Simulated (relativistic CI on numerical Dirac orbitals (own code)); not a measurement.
**Slater and spin-orbit integrals, Bi⁶³⁺**

Calculated at this level of theory: Dirac-Coulomb-Breit CI, orbitals from a KLI potential per configuration, model QED, unscaled Slater integrals (own radial code, finite nucleus).

Slater integrals F^k, G^k are unscaled and averaged over j, outside the closed core [Ne]; ζ comes from projecting the Hamiltonian with its Breit term on Σ l·s of the shell.

- 3s²3p⁶3d²: F^2(3d,3d) = 710510, F^4(3d,3d) = 459670, ζ(3d) = 419190 cm⁻¹; <r>(3d) = 0.1443, <r^2>(3d) = 0.02406 (bohr units).
- 3s²3p⁵3d³: ζ(3p) = 3.1795e+06, F^2(3d,3d) = 709730, F^4(3d,3d) = 459150, F^2(3p,3d) = 609630, G^1(3p,3d) = 639650, G^3(3p,3d) = 429410, ζ(3d) = 416430 cm⁻¹; <r>(3p) = 0.1612, <r^2>(3p) = 0.03018, <r>(3d) = 0.1444, <r^2>(3d) = 0.02411 (bohr units).
- 3s3p⁶3d³: F^2(3d,3d) = 709460, F^4(3d,3d) = 458970, G^2(3s,3d) = 501930, ζ(3d) = 418010 cm⁻¹; <r>(3s) = 0.1621, <r^2>(3s) = 0.03013, <r>(3d) = 0.1445, <r^2>(3d) = 0.02413 (bohr units).

Give the Racah parameters of the d shell in 3s²3p⁶3d².

B = F²/49 − 5F⁴/441 = 9288 cm⁻¹ and C = 35F⁴/441 = 36482 cm⁻¹.

Averages of the first 10 configurations, taken without configuration mixing, which lowers the lowest level and can move excited configurations by several eV; other configurations of the list can lie among them:

```tsv
Configuration	Parity	States	Average energy above the lowest level (eV)
3s²3p⁶3d²	even	45	163.3
3s²3p⁵3d³	odd	720	771.0
3s3p⁶3d³	even	240	1434.3
3s²3p⁶3d4s	even	20	2819.0
3s²3p⁶3d4p	odd	60	3074.0
3s²3p⁶3d4d	even	100	3320.4
3s²3p⁵3d²4s	odd	540	3414.7
3s²3p⁶3d4f	odd	140	3478.9
3s²3p⁵3d²4p	even	1620	3670.1
3s²3p⁵3d²4d	odd	2700	3915.6
```
